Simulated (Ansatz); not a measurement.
Ga₁₃As₁₃H₃₀⁺, a nanocrystal cut from zinc blende GaAs (hydrogen-capped). Total charge 1; doublet. Geometry PBE-D4/def2-SVP, that of the neutral singlet; atoms count from 1.

Cartesian coordinates in Å:
```
Ga -1.164 2.761 -0.890
Ga 0.404 3.138 2.982
Ga -3.669 2.933 2.499
Ga -3.063 -0.577 0.236
Ga -1.470 -0.145 4.090
Ga 3.003 3.095 -0.552
Ga 1.331 2.853 -4.293
Ga -0.689 -0.610 -2.985
Ga 3.469 -0.226 -2.611
Ga 0.941 -0.302 0.699
Ga -0.949 -3.846 1.791
Ga 1.383 -3.884 -1.381
Ga -2.673 -4.181 -1.921
As -1.457 3.559 1.444
As 0.985 3.519 -1.878
As 2.442 3.903 1.748
As -0.948 0.302 -0.700
As 0.578 0.662 2.941
As -3.235 0.442 2.495
As -2.747 -3.038 0.334
As -1.288 -2.636 3.955
As 2.986 0.622 -0.328
As 1.430 0.368 -3.834
As -0.531 -3.069 -2.678
As 3.367 -2.714 -2.358
As 1.059 -2.764 0.811
H -2.391 3.168 -1.796
H 0.353 3.735 4.440
H -4.802 3.223 1.440
H -3.652 3.430 4.000
H -4.301 -0.190 -0.664
H -1.579 0.348 5.583
H 4.387 3.665 -1.044
H -0.015 3.141 -5.065
H 2.772 3.330 -4.733
H -1.912 -0.222 -3.906
H 4.870 0.240 -3.163
H -0.772 -5.396 2.017
H 1.627 -5.436 -1.256
H -3.850 -3.594 -2.793
H -2.368 -5.713 -1.683
H -1.453 5.085 1.350
H 0.914 5.046 -1.865
H 2.397 5.429 1.698
H 3.669 3.790 2.652
H 1.764 0.284 3.829
H -4.466 -0.204 3.132
H -3.993 -3.574 1.041
H -2.538 -3.220 4.611
H -0.289 -3.143 4.995
H 4.179 0.246 0.550
H 1.664 -0.303 -5.188
H -0.232 -3.630 -4.068
H 3.627 -3.325 -3.733
H 4.646 -3.222 -1.692
H 2.247 -3.154 1.690
```

Single mean-field runs in def2-SVP are fitted with def2-universal-jkfit.

**Question.** Estimate the Mulliken populations of the heavy atoms from the PBE0/def2-SVP orbitals of Ansatz.

**Answer.** 
| atom | charge (e) | spin (α − β) |
| --- | --- | --- |
| Ga1 | 0.33 | 0.03 |
| Ga2 | 0.32 | -0.01 |
| Ga3 | 0.25 | 0.01 |
| Ga4 | 0.32 | -0.01 |
| Ga5 | 0.31 | -0.01 |
| Ga6 | 0.32 | 0.00 |
| Ga7 | 0.24 | 0.02 |
| Ga8 | 0.33 | 0.03 |
| Ga9 | 0.32 | 0.00 |
| Ga10 | 0.29 | -0.01 |
| Ga11 | 0.31 | -0.01 |
| Ga12 | 0.31 | -0.01 |
| Ga13 | 0.25 | 0.01 |
| As14 | -0.30 | 0.11 |
| As15 | -0.32 | 0.03 |
| As16 | -0.11 | 0.02 |
| As17 | -0.53 | 0.14 |
| As18 | -0.30 | 0.02 |
| As19 | -0.30 | 0.11 |
| As20 | -0.30 | 0.11 |
| As21 | -0.11 | 0.03 |
| As22 | -0.31 | 0.00 |
| As23 | -0.32 | 0.03 |
| As24 | -0.30 | 0.11 |
| As25 | -0.11 | 0.02 |
| As26 | -0.30 | 0.02 |
Mulliken values depend strongly on the basis.

**Question.** Where does the spin sit?

**Answer.** Summed by element: Ga 0.05, As 0.73, H 0.22, of 1 unpaired in all. Largest on single atoms: As17 0.14, As14 0.11, As24 0.11.

**Question.** And the Mayer bond orders between heavy atoms (over 0.3)?

**Answer.** Ga1–As14 0.71 (2.48 Å); Ga1–As15 0.79 (2.48 Å); Ga1–As17 0.67 (2.47 Å); Ga2–As14 0.83 (2.45 Å); Ga2–As16 0.72 (2.50 Å); Ga2–As18 0.73 (2.48 Å); Ga3–As14 0.62 (2.53 Å); Ga3–As19 0.60 (2.53 Å); Ga4–As17 0.75 (2.47 Å); Ga4–As19 0.73 (2.48 Å); Ga4–As20 0.73 (2.48 Å); Ga5–As18 0.74 (2.48 Å); Ga5–As19 0.83 (2.45 Å); Ga5–As21 0.70 (2.50 Å); Ga6–As15 0.84 (2.45 Å); Ga6–As16 0.69 (2.50 Å); Ga6–As22 0.73 (2.48 Å); Ga7–As15 0.60 (2.53 Å); Ga7–As23 0.60 (2.53 Å); Ga8–As17 0.67 (2.47 Å); Ga8–As23 0.79 (2.48 Å); Ga8–As24 0.71 (2.48 Å); Ga9–As22 0.73 (2.48 Å); Ga9–As23 0.84 (2.45 Å); Ga9–As25 0.69 (2.50 Å); Ga10–As17 0.87 (2.43 Å); Ga10–As18 0.80 (2.47 Å); Ga10–As22 0.83 (2.47 Å); Ga10–As26 0.80 (2.47 Å); Ga11–As20 0.83 (2.45 Å); Ga11–As21 0.70 (2.50 Å); Ga11–As26 0.74 (2.48 Å); Ga12–As24 0.83 (2.45 Å); Ga12–As25 0.72 (2.50 Å); Ga12–As26 0.73 (2.48 Å); Ga13–As20 0.60 (2.53 Å); Ga13–As24 0.62 (2.53 Å).
